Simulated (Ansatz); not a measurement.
```yaml
crystal:
  periodic: [false, false, false]
  atoms:
    - {symbol: N, position_ang: [-1.580632, 2.311979, 0.706371]}
    - {symbol: Zn, position_ang: [-0.807774, 0.719579, 0.339914]}
    - {symbol: O, position_ang: [-0.227660, -0.918650, 0.046491]}
    - {symbol: Si, position_ang: [1.054425, -1.760422, -0.476298]}
    - {symbol: H, position_ang: [-1.123320, 2.863765, 1.419749]}
    - {symbol: H, position_ang: [-1.738214, 2.913021, -0.091419]}
    - {symbol: H, position_ang: [1.553076, -1.253407, -1.789537]}
    - {symbol: H, position_ang: [2.191520, -1.685465, 0.487613]}
    - {symbol: H, position_ang: [0.678581, -3.190399, -0.642894]}
basis:
  gaussian: {orbitals: pcseg-2}
magnetization: {spin_polarized: true, initial_magnetization: 0}
hamiltonian: {xc: {name: M06-2X}}
```

```sh
$ ansatz run in.yaml --threads 4 --pin off --events-out ev --progress --plain --max-ram 10444MiB
```

Output, abridged:

```
Error: YAML parse error: error: line 16 column 19: hamiltonian.xc: no functional is named "M06-2X"; the names, which are not case-sensitive, are SVWN5, SPW92, PBE, PBE0, PBEsol, revPBE, revPBE0, RPBE, rPW86-PBE, HSE06, wPBEh, LC-wPBE, HISS, HF, BLYP, B3LYP, B3LYP5, BHLYP, CAM-B3LYP, r2SCAN, r2SCANh, r2SCAN0, r2SCAN50, m-r2SCAN, B97, wB97, wB97X, wB97X-V, B97M-V, wB97M-V, B2PLYP, B2GP-PLYP, PBE0-DH, PBE-QIDH
14 |   gaussian: {orbitals: pcseg-2}
15 | magnetization: {spin_polarized: true, initial_magnetization: 0}
16 | hamiltonian: {xc: {name: M06-2X}}
```

Q: What is wrong with this run?

A: The method's name isn't one that the program takes here. The input was rejected before any iteration.

HSE06 is defined as in plane-wave codes.
